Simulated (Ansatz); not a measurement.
Mulliken charges of CdH2S2, SMILES `[SH][Cd][SH]` from ωB97M-V/def2-TZVPP in Ansatz (PBE0-D4/def2-TZVP geometry).

| atom | x (Å) | y (Å) | z (Å) | charge (e) |
| --- | --- | --- | --- | --- |
| S1 | -1.137 | -0.935 | -1.852 | -0.409 |
| Cd2 | 0.192 | -0.304 | -0.038 | 0.593 |
| S3 | 1.542 | 0.292 | 1.771 | -0.409 |
| H4 | -1.092 | 0.287 | -2.411 | 0.113 |
| H5 | 0.495 | 0.661 | 2.530 | 0.113 |

Task: By hand: the dipole of these point charges (1 e Å = 4.8032 D).

Result: Σ q r = (-0.119, 0.190, 0.024) e Å, of length 0.225 e Å = 1.08 D.

Task: How does the dipole of the full density compare? (Estimate.)

Result: Ansatz gave: (-0.105, 0.167, 0.021) e Å, 0.95 D; the point charges give 1.14 times that, at 0° from its direction.

Point charges leave out the atoms' own dipoles, such as those of lone pairs, and Mulliken's split depends on the basis, so the close match here is no proof of good charges.
